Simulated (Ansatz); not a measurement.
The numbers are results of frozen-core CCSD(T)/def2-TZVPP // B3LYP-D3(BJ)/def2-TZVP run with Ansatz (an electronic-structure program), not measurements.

Ansatz 0.2 input:
```yaml
crystal:
  periodic: [false, false, false]
  atoms:
    - { symbol: B, position_ang: [-0.84559, 0.06555, -0.027395] }
    - { symbol: N, position_ang: [0.806851, -0.062552, 0.026143] }
    - { symbol: H, position_ang: [-1.058644, 1.114082, -0.588516] }
    - { symbol: H, position_ang: [-1.19633, 0.055658, 1.128699] }
    - { symbol: H, position_ang: [-1.212774, -0.900907, -0.652539] }
    - { symbol: H, position_ang: [1.201639, -0.063428, -0.909924] }
    - { symbol: H, position_ang: [1.215063, 0.714646, 0.537421] }
    - { symbol: H, position_ang: [1.089784, -0.92305, 0.486112] }
basis:
  gaussian: { orbitals: def2-TZVPP }
correlation:
  method: ccsd_t
```

Output:

```
Functional definition: HF
826 factors; integrals over basis functions are off by at most 1.0e-3 eV
mean field evaluation 1: about -2247.1705 eV, gradient 2.7e1 eV
mean field evaluation 2: about -2247.1728 eV, gradient 2.7e1 eV
mean field evaluation 4: about -2249.1384 eV, gradient 2.8e0 eV
mean field evaluation 8: about -2249.1629 eV, gradient 9.3e-5 eV
mean field evaluation 16: about -2249.1614 eV, gradient 1.3e-1 eV
mean field -2249.16291536 eV, -82.6552126022 hartree, gradient 2.9e-6 eV, S^2 0.000000; 0 other end points of the search recorded, 0 dependent functions left out
2 core orbitals not correlated
reference -2249.16291536 eV, -82.6552126022 hartree; 7, 7 occupied and 137, 137 virtual orbitals, 826 factors
second order -9.98369382 eV of doubles, -0.00000000 eV of singles
cycle   1  -10.53160605 eV  change   -5.5e-1 eV  update   5.8e-2
cycle   2  -10.79993399 eV  change   -2.7e-1 eV  update   1.7e-2
cycle   3  -10.82469046 eV  change   -2.5e-2 eV  update   5.2e-3
cycle   4  -10.82406413 eV  change    6.3e-4 eV  update   1.3e-3
cycle   5  -10.82415203 eV  change   -8.8e-5 eV  update   3.4e-4
cycle   6  -10.82411615 eV  change    3.6e-5 eV  update   9.9e-5
cycle   7  -10.82410091 eV  change    1.5e-5 eV  update   2.6e-5
cycle   8  -10.82410219 eV  change   -1.3e-6 eV  update   8.3e-6
perturbative correction -0.33629294 eV, -0.0123585376 hartree
Total energy: -2260.32331050 eV, -83.0653495585 hartree
```

Cost: around 14 core-seconds (rough).
